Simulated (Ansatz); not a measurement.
Ansatz (a quantum-chemistry and plane-wave program) input (HF/STO-3G):

Ansatz 0.2 input:
```yaml
crystal:
  periodic: [false, false, false]
  atoms:
    - {symbol: Cd, position_ang: [-0.26719570, -0.16242977, -0.22077750]}
    - {symbol: C, position_ang: [1.35646363, 0.82460186, 1.12081387]}
    - {symbol: H, position_ang: [1.86111821, 0.00485552, 1.62416967]}
    - {symbol: H, position_ang: [0.81830230, 1.47429464, 1.80514496]}
    - {symbol: H, position_ang: [2.00719141, 1.36986754, 0.44312216]}
basis:
  gaussian:
    orbitals: STO-3G
hamiltonian:
  xc: {name: HF}
magnetization: {spin_polarized: true, initial_magnetization: 1}
relax: {f_tol: 0.003, max_steps: 120}
```

Output:

```
WARN ansatz: RAYON_NUM_THREADS=1 ignored (pool sized by the plan → 1); use --threads N
Functional definition: HF
integrals: 0.00 GiB planned
482 factors; integrals over basis functions are off by at most 2.5e-4 eV
mean field: 0.13 GiB planned
mean field evaluation 1: about -148319.3224 eV, gradient 6.4e0 eV
mean field evaluation 2: about -148319.3555 eV, gradient 6.4e0 eV
mean field evaluation 4: about -148320.2310 eV, gradient 1.3e0 eV
mean field evaluation 8: about -148320.3128 eV, gradient 1.8e-3 eV
mean field -148320.31080199 eV, -5450.6708868555 hartree, gradient 1.0e-5 eV, S^2 0.781773; 0 other end points of the search recorded, 0 dependent functions left out
the calculation of the forces begins
reference -148320.31080199 eV, -5450.6708868555 hartree; 29, 28 occupied and 6, 7 virtual orbitals, 482 factors
relax step   1: F+E_penalty+E_count = -148320.31080199 eV  Δ(F+E_penalty+E_count) = +0.000e0 eV  max|allowed force component| = 2.800e0 eV/Å  Δτ_max = 0.0000 Å  (43 SCF iters, accepted)
these checks for a lower state are left out or cut short: starts, cluster_reference, orbital_swaps, neighbouring_geometries, increment
integrals: 0.00 GiB planned
482 factors; integrals over basis functions are off by at most 6.3e-4 eV
mean field: 0.13 GiB planned
mean field evaluation 16: about -148320.7843 eV, gradient 5.8e-1 eV
mean field -148320.82895894 eV, -5450.6899287724 hartree, gradient 2.1e-5 eV, S^2 0.758225; 0 other end points of the search recorded, 0 dependent functions left out
the calculation of the forces begins
reference -148320.82895894 eV, -5450.6899287724 hartree; 29, 28 occupied and 6, 7 virtual orbitals, 482 factors
relax step   2: F+E_penalty+E_count = -148320.82895894 eV  Δ(F+E_penalty+E_count) = -5.182e-1 eV  max|allowed force component| = 1.698e0 eV/Å  Δτ_max = 0.1990 Å  (32 SCF iters, accepted)
these checks for a lower state are left out or cut short: starts, cluster_reference, orbital_swaps, neighbouring_geometries, increment
integrals: 0.00 GiB planned
482 factors; integrals over basis functions are off by at most 5.4e-4 eV
mean field: 0.13 GiB planned
mean field evaluation 32: about -148320.8930 eV, gradient 2.2e-5 eV
mean field -148320.89297743 eV, -5450.6922814085 hartree, gradient 2.2e-5 eV, S^2 0.759580; 0 other end points of the search recorded, 0 dependent functions left out
the calculation of the forces begins
reference -148320.89297743 eV, -5450.6922814085 hartree; 29, 28 occupied and 6, 7 virtual orbitals, 482 factors
relax step   3: F+E_penalty+E_count = -148320.89297743 eV  Δ(F+E_penalty+E_count) = -6.402e-2 eV  max|allowed force component| = 1.483e-1 eV/Å  Δτ_max = 0.0389 Å  (35 SCF iters, accepted)
these checks for a lower state are left out or cut short: starts, cluster_reference, orbital_swaps, neighbouring_geometries, increment
integrals: 0.00 GiB planned
482 factors; integrals over basis functions are off by at most 5.3e-4 eV
mean field: 0.13 GiB planned
mean field -148320.89348156 eV, -5450.6922999347 hartree, gradient 2.2e-5 eV, S^2 0.759723; 0 other end points of the search recorded, 0 dependent functions left out
the calculation of the forces begins
reference -148320.89348156 eV, -5450.6922999347 hartree; 29, 28 occupied and 6, 7 virtual orbitals, 482 factors
relax step   4: F+E_penalty+E_count = -148320.89348156 eV  Δ(F+E_penalty+E_count) = -5.041e-4 eV  max|allowed force component| = 3.700e-3 eV/Å  Δτ_max = 0.0041 Å  (29 SCF iters, accepted)
these checks for a lower state are left out or cut short: starts, cluster_reference, orbital_swaps, neighbouring_geometries, increment
integrals: 0.00 GiB planned
482 factors; integrals over basis functions are off by at most 5.3e-4 eV
mean field: 0.13 GiB planned
mean field -148320.89348298 eV, -5450.6922999872 hartree, gradient 2.2e-5 eV, S^2 0.759726; 0 other end points of the search recorded, 0 dependent functions left out
the calculation of the forces begins
reference -148320.89348298 eV, -5450.6922999872 hartree; 29, 28 occupied and 6, 7 virtual orbitals, 482 factors
relax step   5: F+E_penalty+E_count = -148320.89348298 eV  Δ(F+E_penalty+E_count) = -1.429e-6 eV  max|allowed force component| = 1.017e-3 eV/Å  Δτ_max = 0.0005 Å  (30 SCF iters, accepted)
integrals: 0.00 GiB planned
482 factors; integrals over basis functions are off by at most 5.3e-4 eV
mean field: 0.13 GiB planned
mean field evaluation 64: about -148320.8935 eV, gradient 1.5e-2 eV
mean field -148320.89348298 eV, -5450.6922999872 hartree, gradient 2.2e-5 eV, S^2 0.759726; 1 other end points of the search recorded, 0 dependent functions left out
the calculation of the forces begins
reference -148320.89348298 eV, -5450.6922999872 hartree; 29, 28 occupied and 6, 7 virtual orbitals, 482 factors
Total energy: -148320.89348298 eV, -5450.6922999872 hartree
Atom 0 at    -0.147312    -0.089552    -0.121720 Å, force     0.001017     0.000618     0.000840 eV/Å
Atom 1 at     1.263059     0.767821     1.043636 Å, force    -0.000433    -0.000263    -0.000357 eV/Å
Atom 2 at     1.839867     0.038763     1.603020 Å, force     0.000051    -0.000896     0.000114 eV/Å
Atom 3 at     0.840397     1.447122     1.776473 Å, force    -0.000807     0.000314     0.000263 eV/Å
Atom 4 at     1.979868     1.347036     0.471065 Å, force     0.000172     0.000228    -0.000859 eV/Å
Dipole moment:    -0.282211    -0.171558    -0.233184 e Å
```
